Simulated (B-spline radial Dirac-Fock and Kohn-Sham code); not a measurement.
Kohn-Sham estimates against Dirac-Fock for the levels of Lu²⁺

System: Lu²⁺ in the configuration [Xe] 4f14 6s1.

The density-functional columns are spherical, spin-unpolarised Dirac-Kohn-Sham results without Breit or QED terms: −ε is minus the orbital energy of the initial state and ΔSCF the difference of two total energies. The reference in the last column comes from ΔSCF Dirac-Fock with Breit, self-energy and vacuum polarisation, finite nucleus, configuration average. All numbers are from a B-spline atomic structure program, in eV; a selection of levels is shown. For the 1s level of heavy atoms much of the gap between ΔSCF and the reference is the Breit and QED part, -304.1 eV here; for other levels the error of the functional can be larger.

| level | PBE −ε | PBE ΔSCF | LDA −ε | LDA ΔSCF | Dirac-Fock |
| --- | --- | --- | --- | --- | --- |
| 1s | 63160.9 | 63685.6 | 63106.2 | 63629.2 | 63336.3 |
| 2s | 10759.6 | 10853.5 | 10751.8 | 10846.0 | 10903.9 |
| 2p1/2 | 10272.0 | 10393.2 | 10268.5 | 10389.8 | 10376.3 |
| 2p3/2 | 9154.5 | 9259.9 | 9152.3 | 9257.8 | 9271.4 |
| 3s | 2451.5 | 2477.5 | 2449.3 | 2475.4 | 2525.1 |
| 3p1/2 | 2235.5 | 2263.5 | 2234.6 | 2262.7 | 2293.7 |
| 3p3/2 | 1997.1 | 2022.6 | 1996.6 | 2022.1 | 2054.8 |
| 3d3/2 | 1629.8 | 1660.8 | 1630.0 | 1661.0 | 1667.2 |
| 3d5/2 | 1577.8 | 1607.8 | 1578.0 | 1608.1 | 1616.1 |
| 4s | 501.8 | 513.6 | 500.8 | 512.7 | 539.3 |
| 4p1/2 | 413.8 | 425.5 | 413.3 | 425.1 | 444.6 |
| 4p3/2 | 359.5 | 371.0 | 359.0 | 370.4 | 390.5 |
| 4d3/2 | 214.7 | 225.9 | 214.7 | 225.9 | 234.8 |
| 4d5/2 | 204.8 | 215.9 | 204.8 | 215.9 | 224.9 |
| 4f5/2 | 27.69 | 37.64 | 28.06 | 38.02 | 33.03 |
| 4f7/2 | 26.17 | 36.04 | 26.53 | 36.40 | 31.59 |
| 5p1/2 | 53.76 | 61.16 | 54.11 | 61.53 | 59.41 |
| 5p3/2 | 46.76 | 53.78 | 47.03 | 54.08 | 52.35 |
| 6s | 17.57 | 21.06 | 17.91 | 21.29 | 19.94 |

Q: Order the estimates of the K (1s) level by their distance from the Dirac-Fock value, nearest first.
A. LDA −ε
B. LDA ΔSCF
C. PBE −ε
D. PBE ΔSCF

A: C (175.4 eV), A (230.1 eV), B (293.0 eV), D (349.4 eV).

An eigenvalue near the reference for a deep level is a cancellation of errors: it lacks relaxation, carries self-interaction and omits Breit and QED terms.

For the outermost level NIST gives 20.9594 eV (measured); the differences from it are PBE −ε -3.39, PBE ΔSCF +0.10, LDA −ε -3.05, LDA ΔSCF +0.33, Dirac-Fock -1.02 eV.

Values without a named source are computed, but for edge energies of neutral atoms, which are taken from tables.
